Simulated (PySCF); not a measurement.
**Working out the ionisation energy of F⁺**

F⁺ [He] 2s2 2p4 (3P) → F²⁺ [He] 2s2 2p3 (4S). Computed with PySCF 2.14 in x2c-TZVPPall (5s3p2d1f, 31 functions), with scalar relativity by spin-free X2C-1e. Frozen: nothing. Energies in hartree (1 hartree = 27.21139 eV):

```json
{"part": "UHF", "F⁺ (lower)": "-98.924060", "F²⁺ (upper)": "-97.696808"}
{"part": "MP2 opposite-spin", "F⁺ (lower)": "-0.123267", "F²⁺ (upper)": "-0.085657"}
{"part": "MP2 same-spin", "F⁺ (lower)": "-0.035991", "F²⁺ (upper)": "-0.029438"}
```

Question: What does Hartree-Fock give?

Answer: (-97.696808) − (-98.924060) = 1.227252 hartree = 33.395 eV.

Question: What do MP2 and SCS-MP2 (6/5 opposite-spin, 1/3 same-spin) give?

Answer: The opposite-spin parts differ by 1.023 eV and the same-spin parts by 0.178 eV. MP2: 33.395 + (1.023) + (0.178) = 34.596 eV. SCS-MP2: 33.395 + 1.2 × (1.023) + (0.178)/3 = 34.682 eV.

Measured between the centres of the two terms (NIST): 34.950 eV, so MP2 (valence and next inner shell) is off by -0.354 eV.

What remains against the reference includes basis incompleteness and correlation beyond second order.
